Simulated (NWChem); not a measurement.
Species: C2H6OSi2; SMILES [SiH3]C1[SiH2]OC=1

```xyz
11

Si     0.1093    -2.1331     0.0000
C     -0.0628    -0.2976     0.0000
C     -1.1804     0.4801     0.0000
O     -0.8981     1.8120     0.0000
Si     0.7879     1.3449     0.0000
H      0.8569    -2.6114    -1.2047
H      0.8569    -2.6114     1.2047
H     -1.2491    -2.7611     0.0000
H     -2.2451     0.2058     0.0000
H      1.4896     1.8263    -1.2208
H      1.4896     1.8263     1.2208
```
Atoms are numbered in this order, from 1.

Results from NWChem. The geometry was optimised at PBE0/def2-SVP. Level: M06-2X/def2-SVP with SMD (1 M gas to 1 M solution), gas-phase geometry. Reactions with the solvent are ignored.

For solvent chloroform:

```yaml
solvation free energy (kcal/mol): -2.3
cavity-dispersion-structure term (kcal/mol): -0.2
dipole in solution (D): 0.79
```

Task: What are these values for solvent water?

Result: 
- solvation free energy (kcal/mol) = 0.5
- cavity-dispersion-structure term (kcal/mol) = 4.2
- dipole in solution (D) = 0.91
